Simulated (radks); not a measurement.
Values are calculated unless marked as measured or tabulated.
Valence configurations of Te III (all share [Kr]). Code: a radial shooting solver on a logarithmic mesh with Libxc functionals. Model: Dirac Kohn-Sham, PBE, spin-unpolarised, spherical densities, finite nucleus; open shells fill j = l - 1/2 first; Fermi nuclear charge, rms radius 4.7423 fm. Energies are relative to 4d10 5s2 5p2; eigenvalues in eV.

valence           E (eV)  e(4d3/2)  e(4d5/2)  e(5p1/2)  e(5p3/2)  e(5s1/2)
4d10 5s2 5p2       0.000   -61.454   -59.981   -22.837         -   -32.461
4d10 5s1.5 5p2.5   5.363   -62.181   -60.705   -23.202   -22.124   -32.890
4d10 5s1 5p3      10.765   -62.897   -61.419   -23.560   -22.467   -33.309
4d9 5s2 5p3       40.719   -68.380   -66.842   -24.801   -23.602   -35.026
4d10 5p4          21.680   -64.298   -62.815   -24.253   -23.132         -
4d9 5s1.5 5p3.5   46.449   -69.066   -67.525   -25.140   -23.927   -35.422
4d9 5p5           63.848   -71.072   -69.524   -26.119   -24.863         -
4d8 5s2 5p4       86.495   -75.264   -73.660   -26.677   -25.342   -37.473
4d9.5 5p4.5       42.142   -67.688   -66.173   -25.196   -24.007         -
4d9 5s0.5 5p4.5   58.014   -70.412   -68.866   -25.799   -24.557   -36.191

NIST lists [Kr] 4d10 5s2 5p2 as the ground configuration; this level of theory agrees among the configurations tried. The energies are those of spherical spin-averaged densities, not of single terms.
